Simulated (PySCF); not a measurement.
PySCF job for Ga(Br)(OH)2 (BrGaH2O2), SMILES [Br][Ga]([OH])[OH], PBE/pcSseg-1. Geometry: B3LYP-D3(BJ)/def2-SVP. Other conformers were not sampled.

```python
import numpy as np
from pyscf import gto, scf, dft
from pyscf.prop.nmr import rks as nmr

mol = gto.M(
    atom='''
    Ga   -0.00222336    0.75318670    0.00000000
    Br   -0.01375933   -1.53198647    0.00000000
    O    -1.55096515    1.62189904    0.00000000
    H    -1.43559326    2.58243784    0.00000000
    O     1.51034789    1.69494418    0.00000000
    H     2.31103177    1.15355511    0.00000000
    ''',
    basis='pcSseg-1',
    charge=0,
    spin=0,
    max_memory=1600,
    verbose=3,
)
mf = dft.RKS(mol, xc='pbe')
mf.grids.level = 3
mf.conv_tol = 1e-10
mf.max_cycle = 100
mf.kernel()
n = nmr.NMR(mf)
n.verbose = 2
n.max_cycle_cphf = 60
sigma = n.kernel()
print('atom   isotropic/ppm   span/ppm')
for i, s in enumerate(sigma):
    w = np.linalg.eigvalsh((s + s.T) / 2)
    print(f'{mol.atom_symbol(i):2s}{i + 1:3d} {w.mean():14.3f} {w[2] - w[0]:11.3f}')
```

Log of the run:

```
converged SCF energy = -4649.47816700586
atom   isotropic/ppm   span/ppm
Ga  1       1365.319     404.667
Br  2       2604.828     644.885
O   3        258.504     136.690
H   4         28.699      21.903
O   5        230.134     189.340
H   6         28.379      18.673
```

The run converged.
